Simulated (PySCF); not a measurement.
Unknowns

Computed data (PySCF 2.14): shieldings: GIAO PBE0/pcSseg-1, GFN2-xTB geometry. No solvent, equivalent nuclei averaged, single conformer, no relativistic terms.

Referencing at the same level of theory: $^{1}$H (31.72 ppm) and $^{13}$C (186.93 ppm) vs TMS. Splittings of carbon signals by F and P are missing where no couplings were computed. Where no couplings were computed, multiplicities follow the n + 1 count of equivalent neighbours, and m marks all less simple cases (inequivalent or close neighbours, rings, F or P nearby). Shifts are as computed. Against solution values, carbons near 30 ppm lie about +3 ppm off and those near 130 ppm about +5 ppm; carbons on Cl a further +6 ppm. Of 1211 compounds with measured shifts, 218 miss one by over three times the rms of a fit or turn the order of signals round; such compounds aren't used in these exercises. Carbons bonded to Cl come out too deshielded.

(1) C$_{4}$H$_{9}$ClF$_{2}$Si. $^{1}$H NMR (300 MHz, computed): δ 0.30 (s, 9H). $^{13}$C{$^{1}$H} NMR (computed): δ 146.9 (C), -3.8 (CH3). Identify the compound.

(2) C$_{6}$H$_{14}$O$_{2}$. $^{1}$H NMR (400 MHz, computed): δ 3.42 (s, 6H), 1.57 (q, 2H), 1.29 (s, 3H), 1.00 (t, 3H). $^{13}$C{$^{1}$H} NMR (computed): δ 105.9 (C), 49.8 (CH3), 35.1 (CH2), 24.1 (CH3), 11.3 (CH3). What is it?

## Answers

(1) `InChI=1S/C4H9ClF2Si/c1-8(2,3)4(5,6)7/h1-3H3`. Rings plus π bonds: 0. 2 carbon signals for 4 carbons: some carbons are equivalent by symmetry or fast rotation. Carbon types of the structure: 1 × C, 3 × CH3, which accounts for all hydrogens. δC 146.9: fully substituted sp3 carbon bonded to Cl and 2 F and Si; 3 electronegative neighbours deshield it. δC -3.8: methyl carbon bonded to Si; an electropositive neighbour leaves it electron-rich and shielded. δH 0.30: hydrogen on a methyl carbon bonded to Si; an electropositive neighbour shields it, as in TMS itself.

The data come from this structure; uniqueness wasn't tested.

(2) `CCC(C)(OC)OC`. Rings plus π bonds: 0. 5 carbon signals for 6 carbons: some carbons are equivalent by symmetry or fast rotation. Carbon types of the structure: 1 × C, 1 × CH2, 4 × CH3, which accounts for all hydrogens. δC 105.9: sp3 carbon bearing two oxygens; 2 electronegative neighbours deshield it. δC 49.8: methyl carbon bonded to O; deshielded by the electronegative neighbour. δC 35.1: sp3 CH2; aliphatic region, no heteroatom directly attached. δC 24.1, 11.3: methyl carbon; aliphatic region, no heteroatom directly attached.

The data come from this structure; uniqueness wasn't tested.
